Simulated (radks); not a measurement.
Results of a calculation; reference values are marked as such.
Excited configurations of Tm3+: one electron is placed in a higher orbital outside [Xe] 4f11. The ground configuration is [Xe] 4f12. Code: a radial shooting solver on a logarithmic mesh with Libxc functionals. Model: Dirac Kohn-Sham, LDA (Slater exchange, Perdew-Wang correlation), spin-unpolarised, spherical densities, point nucleus; open shells are shared between the two j in proportion to 2j + 1. Excitation = E - E(ground); binding = E(ion) - E, where the ion is the core of charge +4; n* = 4/sqrt(2 binding) in atomic units, and the quantum defect is n - n*. Eigenvalue and <r> are those of j = l + 1/2.

5d: excitation (eV) 13.479; binding (eV) 32.817; n* 2.576; quantum defect 2.424; eigenvalue (eV) -26.986; <r> (bohr) 1.992
5f: excitation (eV) 32.057; binding (eV) 14.239; n* 3.910; quantum defect 1.090; eigenvalue (eV) -11.899; <r> (bohr) 4.152
6s: excitation (eV) 15.836; binding (eV) 30.459; n* 2.673; quantum defect 3.327; eigenvalue (eV) -26.799; <r> (bohr) 2.809
6p: excitation (eV) 22.341; binding (eV) 23.955; n* 3.015; quantum defect 2.985; eigenvalue (eV) -20.602; <r> (bohr) 3.374
6d: excitation (eV) 30.321; binding (eV) 15.975; n* 3.691; quantum defect 2.309; eigenvalue (eV) -13.885; <r> (bohr) 4.562
6f: excitation (eV) 36.928; binding (eV) 9.368; n* 4.821; quantum defect 1.179; eigenvalue (eV) -8.114; <r> (bohr) 7.313
7p: excitation (eV) 32.813; binding (eV) 13.483; n* 4.018; quantum defect 2.982; eigenvalue (eV) -11.822; <r> (bohr) 6.048
7d: excitation (eV) 36.360; binding (eV) 9.936; n* 4.681; quantum defect 2.319; eigenvalue (eV) -8.768; <r> (bohr) 7.710
7f: excitation (eV) 39.744; binding (eV) 6.551; n* 5.764; quantum defect 1.236; eigenvalue (eV) -5.781; <r> (bohr) 11.21

The Delta-SCF ionisation energy is 46.296 eV (NIST Atomic Spectra Database: 42.41 eV, semi-empirical). Self-interaction in the functional shifts the binding energies and quantum defects, so they are the method's values and not measured ones. Spin polarisation and multiplet splitting are left out, so open shells lie too high by an amount that depends on their filling. Sharing an open shell by 2j + 1 raises it above the true ground level by a part of the spin-orbit splitting, which enters the differences from NIST.

Beside tabulated values, note that spin-unpolarised runs miss the spin-polarisation part of the exchange energy of open shells.
